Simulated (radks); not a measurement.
Question: Calculated with a radial shooting solver on a logarithmic mesh with Libxc functionals: scalar-relativistic Kohn-Sham, LB94 model potential, spin-polarised, spherical densities, finite nucleus; Fermi nuclear charge, rms radius of each element as measured or else 0.836 A^(1/3) + 0.57 fm. Response by self-consistent Sternheimer equations with the Hartree and adiabatic LDA kernel, the relativistic mass of each level held fixed and spin-orbit coupling left out. Rank Ne, S6+, Mg2+, Si4+, Ar8+, Al3+, P5+, Cl7+ (NIST ground configurations) by static dipole polarisability, largest first.

Answer: Ne 2.594, Mg2+ 0.4977, Al3+ 0.2786, Si4+ 0.1699, P5+ 0.1102, S6+ 0.07483, Cl7+ 0.05275, Ar8+ 0.03831 bohr^3.
